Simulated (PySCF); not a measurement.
## Thallium: highly charged ions in a basis for the neutral atom

Tl⁵⁺ [Xe] 4f14 5d8, Tl⁶⁺ [Xe] 4f14 5d7. All numbers are calculated (PySCF 2.14, a scalar-relativistic core potential, in aug-cc-pVDZ-PP with ECP60MDF (5s4p3d, 32 functions)). No spin-orbit coupling, so a gap to NIST mixes the basis error with missing relativistic terms.

Changed run: basis of the neutral atom used for a highly charged ion. This setting is unsound on purpose.

```tsv
species	method	sound run (hartree)	changed run (hartree)	converged
Tl⁵⁺	UHF	not run	-165.31536	yes
Tl⁵⁺	PBE	not run	-166.06159	yes
Tl⁵⁺	LDA	not run	-165.73351	yes
Tl⁶⁺	UHF	not run	-162.25114	yes
Tl⁶⁺	PBE	not run	-162.94121	yes
Tl⁶⁺	LDA	not run	-162.61365	yes
```

Ionisation energy of Tl⁵⁺:

| method | changed run (eV) | NIST (eV) |
| --- | --- | --- |
| UHF | 83.382 | 80 ± 2 |
| PBE | 84.910 | 80 ± 2 |
| LDA | 84.896 | 80 ± 2 |

The contracted functions were made for the neutral atom and can be too rigid for a highly charged ion.
